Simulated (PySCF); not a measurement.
Ga(F)(vinyl)(OH) (C2H4FGaO), SMILES C=[CH][Ga]([OH])[F].

Geometry: PBE-D3(BJ)/def2-SVP. The structure was generated by enumeration; whether it is a known compound was not checked. The values are those of a single conformer.

Two levels are set side by side: PBE/def2-TZVP (PySCF) and B3LYP/def2-TZVP (PySCF). Same geometry, gas phase. Differences are taken from unrounded values.

| quantity | B3LYP |
|---|---|
| orbital gap (eV) | 6.54 |
| highest occupied level (eV) | -8.25 |
| lowest empty level (eV) | -1.71 |
| dipole moment (D) | 1.85 |
| mean polarisability (bohr³) | 52.5 |

Question: What does PBE give, and how far is it from B3LYP? (An estimate is asked for; the answer gives what the named calculation found.)

Answer: 
| quantity | PBE | PBE minus B3LYP |
|---|---|---|
| orbital gap (eV) | 4.85 | -1.69 |
| highest occupied level (eV) | -7.22 | 1.04 |
| lowest empty level (eV) | -2.36 | -0.65 |
| dipole moment (D) | 1.77 | -0.09 |
| mean polarisability (bohr³) | 54.5 | 2.0 |

PBE's occupied levels lie high since its potential decays too fast outside the molecule; exact exchange lowers them and widens the gap. PBE's more diffuse valence density responds more strongly to a field. Differences between two approximate levels are no errors against the true value.

Rough cost on one machine, each run with all the roots and properties that it gave: B3LYP against PBE within a factor of 2.
